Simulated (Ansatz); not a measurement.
Reaction (hydrogenolysis of a Ge–O bond): `[CH3][Ge]([OH])([OH])[F]` + H₂ → `[CH3][GeH]([OH])[F]` + H₂O

Gas-phase electronic energies from Ansatz, PBE0-D4/def2-TZVP geometries. CCSD(T)/CBS adds triple-zeta CCSD(T) − MP2 to the extrapolated MP2 energy (def2 sets, frozen cores). This one scheme is used for every species. Functionals use def2-TZVPP. For Ge outer-core shells are correlated without core-valence functions, which leaves a few kJ/mol of doubt a bond. Scalar relativity is left out up to krypton. Each species was taken in one conformer, which may not be the lowest.

```csv
level,ΔE (kJ/mol)
PBE-D4,30.6
r2SCAN-D4,38.5
r2SCANh-D4,36.9
ωB97X-V,34.7
PBE,27.0
HF/def2-SVP,20.6
CCSD/def2-TZVPP,32.2
HF/CBS(def2),26.1
```

Q: What does CCSD(T)/CBS give? (Best estimate.)

A: Computed: +32.0 kJ/mol. The listed levels differ from it by -1.4, 6.5, 4.9, 2.7, -5.0, -11.4, 0.2, -5.9 kJ/mol.

Largest T1 diagnostic among the species: 0.012.

In def2-TZVPP, CCSD(T) changes the Hartree–Fock value by +8.7 kJ/mol (the triples alone add +3.4 kJ/mol) and MP2 by +13.3 kJ/mol. Leaving LDA and LC-ωPBE aside and taking each functional with its dispersion term where it has one, the values, not all of them listed here, spread over 10.3 kJ/mol, from HSE06-D4 to r2SCAN-D4. From r2SCAN to r2SCAN0 (25 % exact exchange), in def2-TZVPP and without D4, ΔE moves by −4.0 kJ/mol.
